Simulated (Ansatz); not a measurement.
The cluster Co3S3 (the lowest doublet isomer of a short search), 6 atoms. Hardware: 4 threads of Arm Neoverse V1 on a shared host.

Correlated methods freeze 30 core orbitals; core or outer-core shells of Co are correlated, in sets that lack core-valence functions.

Question: How many basis functions does each of these Ansatz runs have, and roughly what does it cost? B2PLYP/def2-TZVP, charge 0 quartet, energy, from earlier orbitals; MP2/def2-TZVP, charge 0 doublet, energy, from earlier orbitals; RPA@PBE/def2-TZVP, charge 0 doublet, energy, from earlier orbitals; r2SCAN-D4/def2-TZVP, charge 0 doublet, energy and forces, from earlier orbitals; PBE-D4/def2-SVP, charge 0 doublet, energy, from earlier orbitals; PBE-D4/def2-SVP, charge 0 quartet, energy with a search over starts; PBE0-D4/def2-TZVPD, charge 0 doublet, energy, from earlier orbitals; r2SCAN-D4/def2-TZVPD, charge 0 doublet, energy, from earlier orbitals; PBE-D4/def2-TZVP, charge 0 doublet, energy, from earlier orbitals; PBE-D4/def2-TZVP, charge 0 quartet, energy, from earlier orbitals; HSE06-D4/def2-TZVP, charge 0 doublet, energy, from earlier orbitals; PBE0-D4/def2-SVP, charge 0 doublet, energy, from earlier orbitals.

Answer: Other jobs shared the machine, so times can vary by a factor of up to 3. A dash marks memory too small to be measured apart from the calling script's.

```
                                                                            run  functions  fitting or Cholesky vectors  wall time  peak host memory (GiB)
               PBE-D4/def2-SVP, charge 0 doublet, energy, from earlier orbitals        147                         1773       29 s                       –
              PBE0-D4/def2-SVP, charge 0 doublet, energy, from earlier orbitals        147                         1475       37 s                    0.97
              PBE-D4/def2-TZVP, charge 0 quartet, energy, from earlier orbitals        246                         2145       42 s                     1.2
             RPA@PBE/def2-TZVP, charge 0 doublet, energy, from earlier orbitals        246                         1971       43 s                    0.99
              PBE-D4/def2-TZVP, charge 0 doublet, energy, from earlier orbitals        246                         2145       52 s                     1.2
r2SCAN-D4/def2-TZVP, charge 0 doublet, energy and forces, from earlier orbitals        246                         2145      2 min                     1.3
                 MP2/def2-TZVP, charge 0 doublet, energy, from earlier orbitals        246                         1971    2.1 min                     1.8
            HSE06-D4/def2-TZVP, charge 0 doublet, energy, from earlier orbitals        246                         1971    2.5 min                     2.1
          r2SCAN-D4/def2-TZVPD, charge 0 doublet, energy, from earlier orbitals        282                         2268    2.7 min                     1.7
              B2PLYP/def2-TZVP, charge 0 quartet, energy, from earlier orbitals        246                         1972    2.9 min                       2
            PBE0-D4/def2-TZVPD, charge 0 doublet, energy, from earlier orbitals        282                         2158    3.1 min                     2.5
            PBE-D4/def2-SVP, charge 0 quartet, energy with a search over starts        147                         1773    3.2 min                    0.66
```
